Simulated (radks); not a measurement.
Question: The table gives one normalised radial function P(r) = r R(r) (large component) of Fe+ in [Ar] 3d6 4s1 (r in bohr). All-electron calculation, Dirac Kohn-Sham, PBE, spin-unpolarised, spherical densities, point nucleus; open shells fill j = l - 1/2 first. Program: a radial shooting solver on a logarithmic mesh with Libxc functionals.

r          P
0.003308  0.0000
0.004307  0.0000
0.005653  0.0000
0.007361  0.0001
0.009662  0.0001
0.01258   0.0003
0.01651   0.0006
0.0215    0.0013
0.02823   0.0027
0.03675   0.0056
0.04824   0.0116
0.06282   0.0228
0.08245   0.0443
0.1074    0.0815
0.1409    0.1456
0.1835    0.2419
0.2409    0.3811
0.3136    0.5481
0.4117    0.7274
0.5361    0.8675
0.7036    0.9279
0.9162    0.8817
1.203     0.7446
1.566     0.5665
2.055     0.3794
2.676     0.2237
3.513     0.1069
4.574     0.0406
6.004     0.0105
7.819     0.0018

Which n and l does it have? It may be an empty orbital.

Answer: n = 3, l = 2: the number of nodes gives n - l - 1 = 0, the rise at small r points to l (this Dirac orbital starts as r^gamma with gamma = sqrt((l + 1)^2 - (Z/c)^2) = 2.99; the j = 5/2 orbital of l + 1 starts with the same power, but with a smaller coefficient, and then steepens), and the extent must fit the shell. The curve is that of 3d5/2; the two j differ most near the nucleus, where j = l - 1/2 has the larger amplitude, and in heavy atoms j = l - 1/2 is also the more compact. 3d5/2: eigenvalue -15.864 eV, 0 radial nodes, <r> = 1.12 bohr, 90 % of the charge inside 1.95 bohr.
